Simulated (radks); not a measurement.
The numbers below are computed, except where a source is named.
Isoelectronic series with 42 electrons, all held in the configuration [Kr] 4d6, which need not be the ground one along the series. Level of theory: Dirac Kohn-Sham, PBE, spin-unpolarised, spherical densities, point nucleus; open shells fill j = l - 1/2 first (a radial shooting solver on a logarithmic mesh with Libxc functionals). Total energies (hartree) and mean radii <r> (bohr) (* marks an orbital that is empty in some or all of the ions):

\begin{tabular}{lrrrrr}
ion & E (hartree) & 5p1/2* & 5s1/2* & 4d5/2 & 4d3/2 \\ \hline
Tm27+ & -13237.7645 & 0.8524 & 0.8368 & 0.4907 & 0.4842 \\
Yb28+ & -13696.3268 & 0.8298 & 0.8155 & 0.4789 & 0.4724 \\
Lu29+ & -14164.0464 & 0.8082 & 0.7952 & 0.4676 & 0.4611 \\
Hf30+ & -14641.0199 & 0.7877 & 0.7758 & 0.4569 & 0.4504 \\
Ta31+ & -15127.3477 & 0.7682 & 0.7573 & 0.4467 & 0.4401 \\
W32+ & -15623.1343 & 0.7496 & 0.7396 & 0.4370 & 0.4304 \\
Re33+ & -16128.4885 & 0.7318 & 0.7227 & 0.4276 & 0.4210 \\
Os34+ & -16643.5234 & 0.7148 & 0.7065 & 0.4187 & 0.4120 \\
\end{tabular}
